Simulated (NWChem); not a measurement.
System: CH6GeS; SMILES C[S][GeH3]

All runs: NWChem. Coordinates come from a PBE0/def2-SVP optimisation. LC-ωPBE (HJS hole) with def2-SVP; x = 1 − exp(−ω/0.25 bohr⁻¹) is a scale chosen for this fit.

```csv
row,x,−ε(HOMO) (eV)
ω = 0.20,0.551,8.05
ω = 0.30,0.699,withheld
ω = 0.35,0.753,9.17
ω = 0.40,0.798,9.42
ω = 0.80,0.959,10.32
```

Problem. Fit a straight line of the last column on the one before it, predict the withheld value, and compare with the run.

Solution. 
1. Means of the 4 shown rows: x = 0.7653, y = 9.240. Slope Σ(x − x̄)(y − ȳ)/Σ(x − x̄)² = 0.4710/0.08466 = 5.563; intercept 4.983.
2. The shown rows scatter about the line by 0.002 (root mean square); the largest residual is 0.00, at ω = 0.40.
3. At x = 0.699 (ω = 0.30; inside the shown range) the line gives 8.87.
4. The run gives 8.86, -0.01 from the line.
